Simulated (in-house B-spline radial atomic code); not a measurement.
**Functionals against ionisation energies along an isoelectronic series: Nd to Eu³⁺**

Ionisation energies as differences of self-consistent total energies from a B-spline radial code for spherical atoms: all electrons, radial basis limit, scalar-relativistic (one-electron X2C), spin-polarised at highest spin, spherical densities; exact exchange is averaged over the determinants of each configuration. No spin-orbit coupling, Breit or QED terms. NIST's values run from ground level to ground level, so in open shells the differences also hold multiplet and fine-structure energies that spherical high-spin averages miss. Columns give computed minus NIST, in eV; a star marks a semi-empirical value. Species are left out where the tabulated value is theory, is uncertain by more than 0.12 eV, or (13 ions, such as In⁴⁺, Te⁴⁺ and Bi⁴⁺) lies off its series for all methods alike, which flatters the means a little.

```tsv
species	shell	NIST (eV)	PBE0	B3LYP	HSE06	B97-1	AM05
Nd	6s	5.53	-0.16	+0.02	-0.15	+0.09	-0.14
Pm⁺	6s	10.94 ± 0.02*	?	?	?	?	?
Sm²⁺	4f	23.55 ± 0.08*	+1.09	+1.17	+1.04	+1.10	+1.72
Eu³⁺	4f	42.94 ± 0.1*	+1.11	+1.14	+1.05	+1.09	+1.58
```

(1) What are the differences for Pm⁺ ([Xe] 4f5 6s1)?

(2) How do the methods rank, and which species is hardest?

## Answers

(1) PBE0 +0.05; B3LYP +0.26; HSE06 +0.08; B97-1 -0.20; AM05 +0.17 eV.

(2) Mean absolute (signed) differences: HSE06 0.58 (+0.51) eV; PBE0 0.60 (+0.52) eV; B97-1 0.62 (+0.52) eV; B3LYP 0.65 (+0.65) eV; AM05 0.91 (+0.83) eV. For Eu³⁺, which loses a 4f electron, the nearest method is off by +1.05 eV, the largest such miss. The first two are tied within the accuracy of the references.
